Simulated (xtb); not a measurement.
H$_{3}$O$_{3}$Ti (SMILES [OH][Ti]([OH])[OH]), doublet, from a rough starting geometry (GFN-xTB shapes and energies of metal compounds can be far from the true ones) (the multiplicity is a formal guess); GFN2-xTB in xtb.

xtb was given this input:
```
$ xtb mol.xyz --gfn 2 --uhf 1 --opt vtight --json

# file mol.xyz
7

Ti     0.09566187    -0.13994454     0.13269816
O      1.51745443    -0.30570938    -0.72538751
H      2.24705448    -0.03762712    -1.37849585
O     -0.29940788    -0.92517335     1.64641978
H     -1.13065395    -0.91167199     2.13326836
O     -1.18111765     0.96105811    -0.53554260
H     -1.23166118     1.50445741    -1.28125059
```

Problem. Predict the main parts of the log of this xtb run.

Solution. 
```
   ID    Z sym.   atoms
    1   22 Ti     1
    2    8 O      2, 4, 6
    3    1 H      3, 5, 7

           -------------------------------------------------
          |                Calculation Setup                |
           -------------------------------------------------

           -------------------------------------------------
          |                 G F N 2 - x T B                 |
           -------------------------------------------------

          ...................................................
          :                      SETUP                      :
          :.................................................:
          :  # basis functions                  25          :
          :  # atomic orbitals                  24          :
          :  # shells                           12          :
          :  # electrons                        25          :
          :  max. iterations                   250          :
          :  Hamiltonian                  GFN2-xTB          :
          :  restarted?                      false          :
          :  GBSA solvation                  false          :
          :  PC potential                    false          :
          :  electronic temp.          300.0000000     K    :
          :  accuracy                    1.0000000          :
          :  -> integral cutoff          0.2500000E+02      :
          :  -> integral neglect         0.1000000E-07      :
          :  -> SCF convergence          0.1000000E-05 Eh   :
          :  -> wf. convergence          0.1000000E-03 e    :
          :  Broyden damping             0.4000000          :
          :  net charge                          0          :
          :  unpaired electrons                  1          :
          ...................................................

 iter      E             dE          RMSdq      gap      omega  full diag
   1    -15.3123902 -0.153124E+02  0.745E+00    1.48       0.0  T
   2    -15.4541023 -0.141712E+00  0.401E+00    1.30       1.0  T
   3    -15.4590040 -0.490171E-02  0.228E+00    1.31       1.0  T
   4    -15.4594153 -0.411232E-03  0.474E-01    1.31       1.0  T
   5    -15.4597459 -0.330592E-03  0.102E-01    1.30       1.0  T
   6    -15.4597703 -0.244055E-04  0.862E-02    1.31       1.0  T
   7    -15.4597715 -0.123787E-05  0.453E-02    1.31       1.0  T
   8    -15.4597766 -0.505976E-05  0.498E-03    1.31       7.6  T
   9    -15.4597765  0.291028E-07  0.444E-03    1.31       8.5  T
  10    -15.4597766 -0.410402E-07  0.212E-04    1.31     177.9  T
  11    -15.4597766  0.821743E-11  0.174E-04    1.31     217.8  T

   *** convergence criteria satisfied after 11 iterations ***

         :::::::::::::::::::::::::::::::::::::::::::::::::::::
         ::                     SUMMARY                     ::
         :::::::::::::::::::::::::::::::::::::::::::::::::::::
         :: total energy             -15.371742284926 Eh    ::
         :: gradient norm              0.100577901232 Eh/a0 ::
         :: HOMO-LUMO gap              1.307499345897 eV    ::
         ::.................................................::
         :: SCC energy               -15.459774686602 Eh    ::
         :: -> isotropic ES            0.114799690179 Eh    ::
         :: -> anisotropic ES          0.000840843642 Eh    ::
         :: -> anisotropic XC         -0.001516080697 Eh    ::
         :: -> dispersion             -0.002760287049 Eh    ::
         :: repulsion energy           0.088032401676 Eh    ::
         :: add. restraining           0.000000000000 Eh    ::
         :: total charge              -0.000000000000 e     ::
         :::::::::::::::::::::::::::::::::::::::::::::::::::::

      -----------------------------------------------------------
     |                   =====================                   |
     |                        A N C O P T                        |
     |                   =====================                   |
[...]
 * total energy  :   -15.3800526 Eh     change       -0.2064999E-05 Eh
 * total energy  :   -15.3800544 Eh     change       -0.1764044E-05 Eh
 * total energy  :   -15.3800554 Eh     change       -0.1046868E-05 Eh
 * total energy  :   -15.3800563 Eh     change       -0.9317175E-06 Eh
 * total energy  :   -15.3800579 Eh     change       -0.1592183E-05 Eh
 * total energy  :   -15.3800589 Eh     change       -0.9815117E-06 Eh
 * total energy  :   -15.3800603 Eh     change       -0.1406779E-05 Eh
 * total energy  :   -15.3800617 Eh     change       -0.1331328E-05 Eh
 * total energy  :   -15.3800628 Eh     change       -0.1126062E-05 Eh
 * total energy  :   -15.3800633 Eh     change       -0.4868436E-06 Eh
 * total energy  :   -15.3800634 Eh     change       -0.1144114E-06 Eh
 * total energy  :   -15.3800634 Eh     change       -0.3928279E-07 Eh
   *** GEOMETRY OPTIMIZATION CONVERGED AFTER 53 ITERATIONS ***
         :: total energy             -15.380063416721 Eh    ::
[...]
         4        2.0000           -0.5570230             -15.1574
         5        2.0000           -0.5257538             -14.3065
         6        2.0000           -0.5257342             -14.3060
         7        2.0000           -0.4605256             -12.5315
         8        2.0000           -0.4465681             -12.1517
         9        2.0000           -0.4335624             -11.7978
        10        2.0000           -0.4335337             -11.7971
        11        2.0000           -0.4299961             -11.7008
        12        2.0000           -0.4299805             -11.7004
        13        1.0000           -0.2839594              -7.7269 (HOMO)
        14                         -0.2292859              -6.2392 (LUMO)
        15                         -0.2292509              -6.2382
        16                         -0.1684986              -4.5851
        17                         -0.1684136              -4.5828
        18                          0.0145671               0.3964
        19                          0.0520809               1.4172
        20                          0.0995759               2.7096
        21                          0.0996639               2.7120
        22                          0.4519260              12.2975
        23                          0.7264865              19.7687
        24                          0.7273372              19.7919
      -------------------------------------------------------------
                  HL-Gap            0.0546736 Eh            1.4877 eV
             Fermi-level           -0.3069499 Eh           -8.3525 eV

     #   Z          covCN         q      C6AA      α(0)
     1  22 Ti       2.217     0.852   205.731    35.118
     2   8 O        1.532    -0.594    25.105     6.759
     3   1 H        0.817     0.310     0.691     1.304
     4   8 O        1.532    -0.594    25.106     6.759
     5   1 H        0.817     0.310     0.691     1.304
     6   8 O        1.532    -0.594    25.106     6.759
     7   1 H        0.817     0.310     0.691     1.304

 Mol. C6AA /au·bohr⁶  :        960.804766
 Mol. C8AA /au·bohr⁸  :      51426.291886
 Mol. α(0) /au        :         59.307803

Wiberg/Mayer (AO) data.
largest (>0.10) Wiberg bond orders for each atom

 ---------------------------------------------------------------------------
     #   Z sym  total        # sym  WBO       # sym  WBO       # sym  WBO
 ---------------------------------------------------------------------------
     1  22 Ti   3.494 --     2 O    1.117     4 O    1.117     6 O    1.117
     2   8 O    2.067 --     1 Ti   1.117     3 H    0.852
     3   1 H    0.904 --     2 O    0.852
     4   8 O    2.067 --     1 Ti   1.117     5 H    0.852
     5   1 H    0.904 --     4 O    0.852
     6   8 O    2.067 --     1 Ti   1.117     7 H    0.852
     7   1 H    0.904 --     6 O    0.852
 ---------------------------------------------------------------------------

Topologies differ in total number of bonds
Writing topology from bond orders to xtbtopo.mol

molecular dipole:
                 x           y           z       tot (Debye)
 q only:        0.000      -0.001       0.000
   full:       -0.000      -0.001       0.001       0.004
molecular quadrupole (traceless):
                xx          xy          yy          xz          yz          zz
 q only:        0.227      -0.283      -0.248      -0.216      -0.471       0.021
  q+dip:        0.607      -0.735      -0.653      -0.557      -1.222       0.047
   full:        0.691      -0.835      -0.743      -0.634      -1.388       0.052

optimized geometry written to: xtbopt.xyz

           -------------------------------------------------
          | TOTAL ENERGY              -15.380063416721 Eh   |
          | GRADIENT NORM               0.000079508905 Eh/α |
          | HOMO-LUMO GAP               1.487743598830 eV   |
           -------------------------------------------------

normal termination of xtb
```
